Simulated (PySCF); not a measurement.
**Bond curve of ZnS**

Set-up: basis Zn def2-TZVPPD, S def2-TZVPPD; no relativity; PySCF 2.14. Energies in eV from Zn + S in their ground configurations at the same level. State: ¹Σ⁺ (singlet), closed shell.

All columns are PBE0. A positive dipole means Zn(−)S(+).

```json
{"R (Å)": "1.773", "E (eV)": "-0.389", "μ (D)": "-4.98", "Mulliken charge on Zn (basis-dependent)": "0.31", "HOMO (eV)": "-6.89", "LUMO (eV)": "-3.75", "Mayer bond order": "2.11", "⟨S²⟩": "0.00"}
{"R (Å)": "1.856", "E (eV)": "-0.995", "μ (D)": "-5.23", "Mulliken charge on Zn (basis-dependent)": "0.28", "HOMO (eV)": "-6.76", "LUMO (eV)": "-3.89", "Mayer bond order": "2.02", "⟨S²⟩": "0.00"}
{"R (Å)": "1.938", "E (eV)": "-1.323", "μ (D)": "-5.44", "Mulliken charge on Zn (basis-dependent)": "0.27", "HOMO (eV)": "-6.64", "LUMO (eV)": "-4.01", "Mayer bond order": "1.93", "⟨S²⟩": "0.00"}
{"R (Å)": "2.000", "E (eV)": "-1.436", "μ (D)": "-5.58", "Mulliken charge on Zn (basis-dependent)": "0.28", "HOMO (eV)": "-6.57", "LUMO (eV)": "-4.10", "Mayer bond order": "1.86", "⟨S²⟩": "0.00"}
{"R (Å)": "2.062", "E (eV)": "-1.465", "μ (D)": "-5.69", "Mulliken charge on Zn (basis-dependent)": "0.29", "HOMO (eV)": "-6.50", "LUMO (eV)": "-4.18", "Mayer bond order": "1.79", "⟨S²⟩": "0.00"}
{"R (Å)": "2.124", "E (eV)": "-1.430", "μ (D)": "-5.79", "Mulliken charge on Zn (basis-dependent)": "0.31", "HOMO (eV)": "-6.44", "LUMO (eV)": "-4.26", "Mayer bond order": "1.72", "⟨S²⟩": "0.00"}
{"R (Å)": "2.206", "E (eV)": "-1.315", "μ (D)": "-5.88", "Mulliken charge on Zn (basis-dependent)": "0.33", "HOMO (eV)": "-6.38", "LUMO (eV)": "-4.35", "Mayer bond order": "1.62", "⟨S²⟩": "0.00"}
{"R (Å)": "2.309", "E (eV)": "-1.099", "μ (D)": "-5.96", "Mulliken charge on Zn (basis-dependent)": "0.37", "HOMO (eV)": "-6.32", "LUMO (eV)": "-4.45", "Mayer bond order": "1.51", "⟨S²⟩": "0.00"}
{"R (Å)": "2.433", "E (eV)": "-0.788", "μ (D)": "-5.99", "Mulliken charge on Zn (basis-dependent)": "0.40", "HOMO (eV)": "-6.28", "LUMO (eV)": "-4.55", "Mayer bond order": "1.37", "⟨S²⟩": "0.00"}
{"R (Å)": "2.598", "E (eV)": "-0.359", "μ (D)": "-5.94", "Mulliken charge on Zn (basis-dependent)": "0.42", "HOMO (eV)": "-6.27", "LUMO (eV)": "-4.67", "Mayer bond order": "1.20", "⟨S²⟩": "0.00"}
```

A fit through these points gives, at Re = 2.056 Å, μ = -5.68 D and dμ/dR = -1.73 D/Å; the reduced mass is 21.31 u.

**Question.** How strong is the fundamental in the double-harmonic approximation, I = 42.26·(dμ/dR)²/μred km/mol?

**Answer.** I = 42.26·(-1.73)²/21.31 = 5.94 km/mol at PBE0.
